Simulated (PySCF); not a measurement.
# Working out the excitation energy of Ga

Ga [Ar] 3d10 4s2 4p1 (2P) → Ga [Ar] 3d10 4s1 4p1 4d1 (high-spin determinant). Computed with PySCF 2.14 in aug-cc-pVTZ-DK, with scalar relativity by spin-free X2C-1e. Frozen: [Ar] 3d10. Energies in hartree (1 hartree = 27.21139 eV):

```json
{"part": "UHF", "Ga (lower)": "-1942.174419", "Ga (upper)": "-1941.846914"}
{"part": "CCSD correlation", "Ga (lower)": "-0.046267", "Ga (upper)": "-0.013214"}
{"part": "(T)", "Ga (lower)": "-0.000872", "Ga (upper)": "-0.001834"}
```

**Question.** What does Hartree-Fock give?

**Answer.** (-1941.846914) − (-1942.174419) = 0.327505 hartree = 8.912 eV.

**Question.** What do CCSD and CCSD(T) give?

**Answer.** The CCSD correlation energies differ by 0.033053 hartree = 0.899 eV and the triples by -0.000962 hartree = -0.026 eV, so CCSD gives 9.811 eV and CCSD(T) 9.785 eV.

One determinant mixes LS terms, so it does not stand for a single term.

The upper state lies above the first ionisation limit, but in LS coupling its spin forbids autoionisation to the ground ion.

The coupled-cluster amplitudes are large, so a single reference is strained.
